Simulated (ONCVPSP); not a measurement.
## Ce (Z = 58), ONCV: configuration errors across variants

Ce, optimised norm-conserving Vanderbilt (ONCV), made with ONCVPSP 4.0.1 (PBE, scalar-relativistic). Core [Kr] 4d10, reference 4f1 5s2 5p6 5d1 6s2. Waves: 5s+6s: rc 2.85 bohr, ncon 3, nbas 6, qcut 5 1/bohr, 2 projectors; 5p: rc 2.00 bohr, ncon 4, nbas 7, qcut 4.6 1/bohr, 2 projectors, debl 1.5 Ha; 5d: rc 2.50 bohr, ncon 5, nbas 10, qcut 3.9 1/bohr, 3 projectors, debl 0.9 Ha; 4f: rc 1.55 bohr, ncon 4, nbas 9, qcut 9.6 1/bohr, 2 projectors, debl 2.4 Ha. Local part: polynomial inside 1.10 bohr (lpopt 5, dvloc0 0 Ha). Core correction: Teter function, fcfact 4, rcfact 1.75.

All-electron excitation energies from the reference (eV): (1) 4f1 5s2 5p6 5d1 6s1 6.070; (2) 4f1 5s2 5p6 5d1 6s0 17.151; (3) 4f1 5s2 5p6 5d0 6s0 36.330; (4) 4f1 5s2 5p5 5d1 6s2 27.861.

A true bound ghost makes a file unfit for plane-wave use even where its test errors are small: the radial tests pick states by their node count and pass the ghost by.

Errors AE − PS in meV (a dash: test not solved or not reliable):

```csv
change,(1),(2),(3),(4),bound ghosts,GHOST(+) flags above zero
base,-4.3,-29,-92,-53,s,"p, d"
"core correction Teter function, fcfact 2.1, rcfact 1.75",-3.3,-20,-51,-40,s,"p, d"
"core correction Teter function, fcfact 2.9, rcfact 1.75",-3.7,-24,-69,-46,s,"p, d"
"core correction Teter function, fcfact 3.8, rcfact 1.75",-4.2,-28,-88,-52,s,"p, d"
"core correction Teter function, fcfact 4.5, rcfact 1.75",-4.5,-31,-101,-56,s,"p, d"
"core correction Teter function, fcfact 5.2, rcfact 1.75",-4.9,-35,-115,-59,s,"p, d"
"core correction Teter function, fcfact 6.2, rcfact 1.75",-5.4,-39,-133,-64,s,"p, d"
"core correction Teter function, fcfact 6.7, rcfact 1.75",-5.6,-41,-141,-66,s,"p, d"
"core correction Teter function, fcfact 7.5, rcfact 1.75",-6.0,-44,-154,-69,s,"p, d"
```

Question: Give the same row for: core correction Teter function, fcfact 1.6, rcfact 1.75.

Answer: -2.9, -17, -40, -36; bound ghosts: s; GHOST(+) flags above zero: p, d.
